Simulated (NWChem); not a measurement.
System: BO cation

Program: NWChem. Geometry: optimised at PBE0/def2-SVP. Vertical excitations in the gas phase.

Q: Estimate the computed values for PBE/def2-SVP, TDA. Quantities: lowest excitation, singlet (eV); oscillator strength of that lowest state; lowest triplet (eV); orbital gap (eV).

A: 
```yaml
lowest excitation, singlet (eV): 1.70
oscillator_strength_of_that_lowest_state: 0.010
lowest triplet (eV): 0.90
orbital gap (eV): 1.52
```
